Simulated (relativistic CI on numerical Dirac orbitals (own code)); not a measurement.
# How well does a small relativistic CI reproduce Ge III?

Computed by Dirac-Coulomb-Breit CI, orbitals from a KLI potential per configuration, a model potential for QED, valence Slater integrals scaled by 0.85, P86 correlation estimate, and configurations built on the next ion tied to the tabulated ionisation energy (semi-empirical) (own radial code, finite nucleus).

Configurations in the expansion (outside the closed core [Ar]): 3d10 4s2, 3d10 4s 4d, 3d10 4s 5s, 3d10 4s 5p, 3d10 4s 4p, 3d10 4s 5d, 3d10 4s 6s, 3d10 4s 4f, 3d10 4s 5f, 3d10 4p2, 3d10 4d2, 3d10 4p 4d, 3d10 4f2, 3d10 4s 6p, 3d10 4p 4f, 3d10 4s 5g, 3d10 4s 6d, 3d10 4s 6f, 3d10 4p 5s, 3d9 4s 4p2, 3d9 4s2 4p, 3d8 4s2 4p2, 3d10 4d 4f. Levels of other configurations are missing.

| Configuration | Term (tabulated) | J | Measured (cm⁻¹) | Computed | Error | Purity (%) |
| --- | --- | --- | --- | --- | --- | --- |
| 3d10 4s2 | 1S | 0 | 0.0 | 0 | 0 | 97 |
| 3d10 4s 4p | 3P° | 0 | 61733.8 | 62558 | 824 | 100 |
| 3d10 4s 4p | 3P° | 1 | 62499.9 | 63275 | 775 | 100 |
| 3d10 4s 4p | 3P° | 2 | 64143.8 | 64799 | 656 | 100 |
| 3d10 4s 4p | 1P° | 1 | 91872.7 | 93395 | 1523 | 96 |
| 3d10 4p2 | 1D | 2 | 144974.9 | 142525 | -2450 | 68 |
| 3d10 4p2 | 3P | 0 | 147685.5 | 144338 | -3347 | 99 |
| 3d10 4p2 | 3P | 1 | 148640.1 | 145191 | -3449 | 99 |
| 3d10 4p2 | 3P | 2 | 150371.7 | 146822 | -3550 | 95 |
| 3d10 4s 5s | 3S | 1 | 158565.0 | 159563 | 998 | 100 |
| 3d10 4s 4d | 3D | 1 | 162840.2 | 163134 | 294 | 100 |
| 3d10 4s 4d | 3D | 2 | 162910.3 | 163194 | 284 | 100 |
| 3d10 4s 4d | 3D | 3 | 163017.0 | 163285 | 268 | 100 |
| 3d10 4s 5s | 1S | 0 | 163532.5 | 165376 | 1843 | 99 |
| 3d10 4p2 | 1S | 0 | 174113.9 | 171894 | -2220 | 95 |
| 3d10 4s 4d | 1D | 2 | 178140.4 | 178201 | 61 | 69 |
| 3d10 4s 5p | 3P° | 0 | 181859.2 | 182271 | 412 | 99 |
| 3d10 4s 5p | 3P° | 1 | 182027.8 | 182451 | 423 | 99 |
| 3d10 4s 5p | 1P° | 1 | 184298.1 | 185881 | 1583 | 95 |
| 3d10 4s 4f | 3F° | 2 | 210446.0 | 210974 | 528 | 93 |
| 3d10 4s 4f | 3F° | 3 | 210461.5 | 211018 | 557 | 87 |
| 3d10 4s 4f | 3F° | 4 | 210523.9 | 211103 | 579 | 94 |
| 3d10 4s 4f | 1F° | 3 | 210536.6 | 211209 | 673 | 90 |
| 3d10 4s 6s | 3S | 1 | 211140.1 | 211982 | 842 | 100 |
| 3d10 4s 6s | 1S | 0 | 212662.0 | 214186 | 1524 | 100 |
| 3d10 4s 5d | 3D | 1 | 213123.2 | 213501 | 378 | 100 |
| 3d10 4s 5d | 3D | 2 | 213152.5 | 213526 | 374 | 100 |
| 3d10 4s 5d | 3D | 3 | 213197.6 | 213565 | 367 | 100 |
| 3d10 4s 5d | 1D | 2 | 215577.0 | 217277 | 1700 | 95 |
| 3d10 4s 5g | 3G | 3 | 234916.1 | 235046 | 130 | 100 |
| 3d10 4s 5g | 3G | 4 | 234916.4 | 235046 | 130 | 58 |
| 3d10 4s 5g | 1G | 4 | 234920.0 | 235050 | 130 | 58 |
| 3d10 4s 5g | 3G | 5 | 234920.1 | 235050 | 130 | 100 |
| 3d10 4s 6d | 3D | 1 | 235436.5 | 236086 | 649 | 100 |
| 3d10 4s 6d | 3D | 2 | 235452.2 | 236099 | 647 | 100 |
| 3d10 4s 6d | 3D | 3 | 235479.5 | 236120 | 640 | 100 |
| 3d10 4s 6d | 1D | 2 | 236248.5 | 237743 | 1494 | 98 |
| 3d10 4p 4d | 1D° | 2 | 237851.3 | 232910 | -4941 | 94 |
| 3d10 4p 4d | 1P° | 1 | 262715.2 | 256928 | -5788 | 89 |

Measured levels from Sugar and Musgrove, J. Phys. Chem. Ref. Data 22, 1213 (1993); pairs were made by configuration, J and term (by order where the table uses no LS term), so strongly mixed levels may be paired wrongly.

Mean error by configuration (cm⁻¹): 3d10 4s 4p 944; 3d10 4p2 -3003; 3d10 4s 5s 1421; 3d10 4s 4d 227; 3d10 4s 5p 806; 3d10 4s 4f 584; 3d10 4s 6s 1183; 3d10 4s 5d 705; 3d10 4s 5g 130; 3d10 4s 6d 858; 3d10 4p 4d -5364. Over the excited levels the mean absolute error is 1241 cm⁻¹ (38 of the 45 excited levels that our extract of the source holds in range could be paired, and the others can miss by more), and the median relative error of those above 1,000 cm⁻¹ is 0.3 %.
